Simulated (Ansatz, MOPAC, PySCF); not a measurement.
Bond stretch in Mg(F)2, F₂Mg, SMILES [F][Mg][F]. The Mg1–F3 bond (Mg1 also carries F; F3 carries nothing else) is pulled apart rigidly from the PBE0/def2-TZVP optimised geometry.

Methods: PM6, restricted, heats of formation (MOPAC); UKS-PBE0 = unrestricted PBE0/cc-pVDZ (Ansatz, a first-principles code); UKS-B3LYP/6-31G* = unrestricted B3LYP/6-31G*, spherical d in PySCF 2.14.0.

Energies are in kcal/mol, each relative to the lowest point of its own curve near equilibrium.

```csv
R / Å,PM6,UKS-PBE0,UKS-B3LYP/6-31G*
1.44,80.0,44.6,41.5
1.52,___,20.9,18.6
1.62,17.3,5.6,4.3
1.69,6.8,1.1,0.5
1.75,___,0.0,0.0
1.81,0.0,___,1.3
1.87,___,___,3.9
1.95,___,7.6,8.9
2.12,16.5,20.7,22.6
2.31,34.8,37.6,39.8
2.55,57.2,58.5,61.0
2.89,83.0,84.3,86.9
3.19,99.8,99.6,102.8
3.64,117.4,112.6,116.3
4.31,133.5,121.5,125.7
5.06,144.0,125.5,130.2
```

Question: Some entries are withheld; supply them.

Answer: 
- 1.52, PM6: 44.3
- 1.75, PM6: 1.9
- 1.81, UKS-PBE0: 0.8
- 1.87, PM6: 0.4
- 1.87, UKS-PBE0: 3.0
- 1.95, PM6: 3.6

The restricted form behind PM6 keeps the bonding electrons paired and can't separate into open-shell fragments. The unrestricted determinant behind UKS-PBE0 is spin-contaminated at 2.89 to 5.06 Å (<S²> up to 0.8, against 0.00 for a pure singlet). The unrestricted determinant behind UKS-B3LYP/6-31G* is spin-contaminated at 3.19 to 5.06 Å (<S²> up to 0.8, against 0.00 for a pure singlet).
